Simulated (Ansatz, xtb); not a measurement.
## A geometry optimisation of F2GaH2NP with r2SCAN-D4/def2-SVP

The starting geometry of this gas-phase doublet was built from a drawn formula by distance geometry; its bonds are those of `N=[P](F)(F)[GaH]`.

```xyz
7

F     0.1097    0.5700    4.0641
F     2.7572    0.7214    3.4894
Ga    1.1738    3.3514    3.4443
N     0.9635    0.5690    1.6268
P     1.2606    1.2261    3.0100
H     0.7380   -0.4427    1.5369
H     0.3800    4.3833    4.1221
```

Where would you expect an optimisation with r2SCAN-D4/def2-SVP to take it?

It rearranges to `FP(F)[NH][GaH]`. Contacts that open: Ga3–P5 (2.17 → 3.14 Å). Contacts that close: Ga3–N4 (3.33 → 1.87 Å).

The energy falls by 2.33 eV over 24 steps:

| step | E − E(last) (eV) |
| --- | --- |
| 1 | 2.329 |
| 4 | 1.189 |
| 6 | 1.135 |
| 9 | 0.867 |
| 11 | 0.552 |
| 14 | 0.392 |
| 16 | 0.321 |
| 19 | 0.114 |
| 21 | 0.008 |
| 24 | 0.000 |

Final geometry (Å):

```yaml
atoms:
  - { symbol: F, position_ang: [0.6909, -0.4692, 4.3110] }
  - { symbol: F, position_ang: [2.5974, -0.2976, 2.8892] }
  - { symbol: Ga, position_ang: [0.8761, 3.4992, 3.0674] }
  - { symbol: N, position_ang: [0.9628, 1.6381, 2.9276] }
  - { symbol: P, position_ang: [1.8262, 0.6443, 3.9683] }
  - { symbol: H, position_ang: [0.4479, 1.1674, 2.1744] }
  - { symbol: H, position_ang: [-0.0184, 4.1962, 1.9556] }
```

From the same start GFN2-xTB ends elsewhere, differing in F2–Ga3 (1.78 against 4.17 Å here), F2–P5 (3.57 against 1.63 Å here), Ga3–N4 (3.20 against 1.87 Å here), Ga3–P5 (2.54 against 3.14 Å here).

The end wasn't checked by frequencies. Open shells are spin-unrestricted. Run with Ansatz 0.2.0, 58 s on 2 threads of AMD EPYC 9R45 96-Core Processor (Zen 5), on a shared host.
